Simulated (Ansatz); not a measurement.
`C[Si]N(C)C` + H–F → `C[Si]F` + `CNC` at 298.15 K and 1 bar (ligand exchange at the Si–N bond).

Gas-phase electronic energies from Ansatz, PBE0-D4/def2-TZVP geometries. CCSD(T)/CBS is the MP2 limit (def2-TZVPP, def2-QZVPP) plus CCSD(T) − MP2 in def2-TZVPP, frozen cores. This one scheme is used for every species. One conformer a species, not always the lowest.

```csv
species,CCSD(T)/CBS energy (Eh),H − E (kJ/mol),S (J/(mol·K))
`C[Si]N(C)C`,-463.33839,334.9,345.4
H–F,-100.39570,33.5,173.6
`C[Si]F`,-428.74649,112.9,286.7
`CNC`,-135.00321,256.9,271.4
```

H − E and S are ideal-gas, rigid-rotor, harmonic terms from PBE0-D4/def2-TZVP, for one conformer and one mirror image of each species. 1 Eh = 2625.50 kJ/mol, R = 8.31446 J/(mol·K).

By hand: ΔE, ΔH, ΔS and ΔG.

ΔE = (-428.74649) + (-135.00321) − (-463.33839) − (-100.39570) = -0.01561 Eh = -41.0 kJ/mol. Δ(H − E) = 112.9 + 256.9 − 334.9 − 33.5 = 1.4, so ΔH = -39.6 kJ/mol. ΔS = 286.7 + 271.4 − 345.4 − 173.6 = 39.1 J/(mol·K). ΔG = -39.6 − 298.15 × (39.1)/1000 = -51.3 kJ/mol.

By hand: the equilibrium constant, and the temperature at which ΔG would vanish if ΔH and ΔS stayed fixed.

log₁₀ K = −ΔG/(RT ln 10) = 9.0. ΔH and −TΔS have one sign here, so there is no such temperature.

ΔH outweighs TΔS. A doubt of 5 kJ/mol in ΔE shifts log₁₀ K by 0.9 here. Other conformers and mirror images would add mixing entropy, several J/(mol·K) or more a flexible species. These are equilibria of isolated gas molecules and say nothing of rates. Largest T1 diagnostic: 0.014 (customary marks: 0.02 for closed shells, 0.045 for open ones).
